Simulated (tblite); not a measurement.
C₅H₉NOSi₂.
Atom-mapped SMILES: `[CH:1]#[C:2][CH2:3][Si@@:4]([CH3:5])([C:6]#[N:7])[O:8][SiH3:9]` (hydrogens: H10 on C1; H11, H12 on C3; H13, H14, H15 on C5; H16, H17, H18 on Si9)

The geometry is computed with GFN2-xTB (gas phase).

**Question.** What internal coordinates does the optimisation give?

**Answer.** 
```json
{"bond": "C1≡C2", "length (Å)": "1.197"}
{"bond": "C2–C3", "length (Å)": "1.443"}
{"bond": "C3–Si4", "length (Å)": "1.914"}
{"bond": "Si4–C5", "length (Å)": "1.893"}
{"bond": "Si4–C6", "length (Å)": "1.876"}
{"bond": "C6≡N7", "length (Å)": "1.145"}
{"bond": "Si4–O8", "length (Å)": "1.619"}
{"bond": "O8–Si9", "length (Å)": "1.629"}
{"bond": "C1–H10", "length (Å)": "1.049"}
{"bond": "C3–H11", "length (Å)": "1.093"}
{"bond": "C3–H12", "length (Å)": "1.092"}
{"bond": "C5–H13, C5–H14, C5–H15", "length (Å)": "1.086"}
{"bond": "Si9–H16, Si9–H17, Si9–H18", "length (Å)": "1.460"}
```

Bonds in one row agree within 0.01 Å and their mean is given. A selection of angles:
```json
{"angle": "C1–C2–C3", "degrees": "177.8"}
{"angle": "C2–C3–Si4", "degrees": "110.7"}
{"angle": "C3–Si4–C5", "degrees": "112.9"}
{"angle": "C3–Si4–C6", "degrees": "107.2"}
{"angle": "C3–Si4–O8", "degrees": "110.3"}
{"angle": "C5–Si4–C6", "degrees": "110.3"}
{"angle": "C5–Si4–O8", "degrees": "111.3"}
{"angle": "C6–Si4–O8", "degrees": "104.5"}
{"angle": "Si4–C6–N7", "degrees": "178.8"}
{"angle": "Si4–O8–Si9", "degrees": "156.5"}
```

Torsions: C2–C3–Si4–C5 60° (synclinal); C3–Si4–O8–Si9 44° (synclinal).

The 3 C–Si bonds span 1.876 Å (Si4–C6, drawn single) to 1.914 Å (C3–Si4, drawn single), a spread of 0.038 Å. The C–C distances run from 1.197 Å (C1≡C2, drawn triple) to 1.443 Å (C2–C3, drawn single), a spread of 0.246 Å. Si9 (oxygen-bound silicon) is distorted tetrahedral (angles from 103.3° to 113.4°). Si4 (oxygen-bound silicon) is distorted tetrahedral (angles from 104.5° to 112.9°).

Point group: C1 (no symmetry element, even within 0.4 Å). GFN2-xTB frequencies show an imaginary mode (22i cm⁻¹), so the point is no minimum at that level.

Hardware: one thread, Arm Neoverse N1 (aarch64), shared host. Cost: 2.4 s wall. This is the geometry optimisation.
